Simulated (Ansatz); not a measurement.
## Cost against result

Saddle point of CH$_{5}$GaO, singlet (CH₅GaO ([CH3][O][GaH2]) → CH₄O ([CH3][OH]) + GaH; bonds formed: O2–H4; bonds broken: Ga1–O2, Ga1–H4), PBE0-D4/def2-TZVP structure:

| atom | x (Å) | y (Å) | z (Å) |
| --- | --- | --- | --- |
| Ga1 | -1.5526 | -0.3493 | -1.2128 |
| O2 | -0.0301 | -0.6996 | 0.0033 |
| C3 | 0.8688 | 0.1670 | 0.6602 |
| H4 | -0.0765 | -1.0940 | -1.3320 |
| H5 | -2.5434 | 0.7681 | -0.6516 |
| H6 | 0.3226 | 0.8104 | 1.3599 |
| H7 | 1.4038 | 0.8117 | -0.0470 |
| H8 | 1.6075 | -0.4143 | 1.2199 |

Barriers are electronic and count from the start structure reached by relaxing down the imaginary mode.

Computed with Ansatz 0.2.0 (basis: as named in each row); correlated methods freeze the cores. Filled d shells of the heavier atoms are correlated. The def2 sets are not built for correlating such inner shells, so the correlated values are less sure here. B3LYP uses VWN-RPA correlation. Extrapolation: Hartree–Fock as exp(−7.88 √X), correlation as X^−2.97.

Times are rough, for one single point on 2 threads of a shared host (Arm Neoverse V1).

The estimate by CCSD(T) at an estimated basis limit (MP2 extrapolated from triple and quadruple zeta, plus CCSD(T) − MP2 in triple zeta) is 58.99 kcal/mol.

```json
{"method": "HF", "basis": "STO-3G", "time (s)": "under 1", "barrier (kcal/mol)": "103.19", "method less estimate": "44.21"}
{"method": "SPW92", "basis": "def2-SVP", "time (s)": "under 1", "barrier (kcal/mol)": "47.32", "method less estimate": "-11.67"}
{"method": "PBE-D4", "basis": "def2-SVP", "time (s)": "1", "barrier (kcal/mol)": "48.68", "method less estimate": "-10.31"}
{"method": "B3LYP-D4", "basis": "6-31G", "time (s)": "1", "barrier (kcal/mol)": "55.35", "method less estimate": "-3.64"}
{"method": "SPW92", "basis": "def2-TZVPP", "time (s)": "1", "barrier (kcal/mol)": "47.43", "method less estimate": "-11.56"}
{"method": "PBE0-D4", "basis": "def2-SVP", "time (s)": "1", "barrier (kcal/mol)": "56.22", "method less estimate": "-2.77"}
{"method": "PBE-D4", "basis": "def2-TZVPP", "time (s)": "2", "barrier (kcal/mol)": "48.88", "method less estimate": "-10.11"}
{"method": "BLYP-D4", "basis": "def2-TZVPP", "time (s)": "2", "barrier (kcal/mol)": "49.37", "method less estimate": "-9.62"}
{"method": "BHLYP-D4", "basis": "def2-TZVPP", "time (s)": "2", "barrier (kcal/mol)": "63.71", "method less estimate": "4.72"}
{"method": "B3LYP-D4", "basis": "def2-TZVPP", "time (s)": "3", "barrier (kcal/mol)": "55.25", "method less estimate": "-3.74"}
{"method": "PBE0-D4", "basis": "def2-TZVPP", "time (s)": "3", "barrier (kcal/mol)": "56.18", "method less estimate": "-2.81"}
{"method": "PBE-D4", "basis": "STO-3G", "time (s)": "3", "barrier (kcal/mol)": "70.48", "method less estimate": "11.49"}
{"method": "CAM-B3LYP-D4", "basis": "def2-TZVPP", "time (s)": "3", "barrier (kcal/mol)": "59.49", "method less estimate": "0.50"}
{"method": "CCSD(T)", "basis": "def2-SVP", "time (s)": "4", "barrier (kcal/mol)": "62.03", "method less estimate": "3.04"}
{"method": "r2SCAN-D4", "basis": "def2-TZVPP", "time (s)": "4", "barrier (kcal/mol)": "54.84", "method less estimate": "-4.15"}
{"method": "r2SCAN0-D4", "basis": "def2-TZVPP", "time (s)": "6", "barrier (kcal/mol)": "59.65", "method less estimate": "0.66"}
{"method": "B2PLYP", "basis": "def2-TZVPP", "time (s)": "6", "barrier (kcal/mol)": "57.82", "method less estimate": "-1.17"}
{"method": "PBE-QIDH", "basis": "def2-TZVPP", "time (s)": "6", "barrier (kcal/mol)": "61.88", "method less estimate": "2.89"}
{"method": "RPA on PBE", "basis": "def2-TZVPP", "time (s)": "6", "barrier (kcal/mol)": "58.42", "method less estimate": "-0.57"}
{"method": "wB97M-V", "basis": "def2-SVP", "time (s)": "6", "barrier (kcal/mol)": "58.78", "method less estimate": "-0.21"}
{"method": "wB97X-V", "basis": "def2-TZVPP", "time (s)": "8", "barrier (kcal/mol)": "62.09", "method less estimate": "3.10"}
{"method": "wB97M-V", "basis": "def2-TZVPP", "time (s)": "10", "barrier (kcal/mol)": "59.08", "method less estimate": "0.09"}
{"method": "B97M-V", "basis": "def2-TZVPP", "time (s)": "10", "barrier (kcal/mol)": "57.84", "method less estimate": "-1.14"}
{"method": "MP2", "basis": "def2-QZVPP", "time (s)": "22", "barrier (kcal/mol)": "59.98", "method less estimate": "0.99"}
{"method": "CCSD(T)", "basis": "def2-TZVPP", "time (s)": "64", "barrier (kcal/mol)": "60.63", "method less estimate": "1.64"}
```

All methods are single points on the PBE0-D4 structures.

T1 diagnostic: at most 0.018. The restricted Hartree–Fock reference is unstable towards an unrestricted one at one or more of these structures.

Labels in which every atom is bracketed show which atoms are joined, not bond orders.
